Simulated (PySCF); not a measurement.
[Cd(Cl)2], neutral singlet in the gas phase. 

Cartesian coordinates (Å):
```xyz
3

Cd     0.0000     0.0000     0.0000
Cl    -0.4270     1.7478     1.3943
Cl     0.4270    -1.7478    -1.3943
```
Charge 0, multiplicity 1.

All levels are single points at this geometry (r2SCAN-D4/def2-SVP); Pople sets use spherical d functions. Orbital energies aren't observables, and empty levels follow the basis.

```csv
level,HOMO (eV),LUMO (eV),gap (eV),dipole (D),"vertical IE, Delta-SCF (eV)"
B3LYP-D3(BJ)/def2-TZVP in PySCF,-8.62,-2.59,6.03,0.00,–
PBE-D3(BJ)/def2-TZVP in PySCF,-7.52,-3.15,4.37,0.00,–
TPSSh-D3(BJ)/def2-TZVP in PySCF,-8.15,-2.64,5.51,0.00,–
B3LYP/6-31G* (LANL2DZ on Cd) in PySCF,-8.57,-2.65,5.93,0.00,10.94
B3LYP/LANL2DZ in PySCF,-8.59,-2.77,5.82,0.00,–
M06-2X/6-31G* (LANL2DZ on Cd) in PySCF,-10.17,-1.65,8.52,0.00,–
PBE/6-31G* (LANL2DZ on Cd) in PySCF,-7.48,-3.15,4.33,0.00,–
SVWN5/6-31G* (LANL2DZ on Cd) in PySCF,-7.64,-3.43,4.22,0.00,–
HF/6-31G* (LANL2DZ on Cd) in PySCF,-12.16,0.74,12.89,0.00,11.29
```
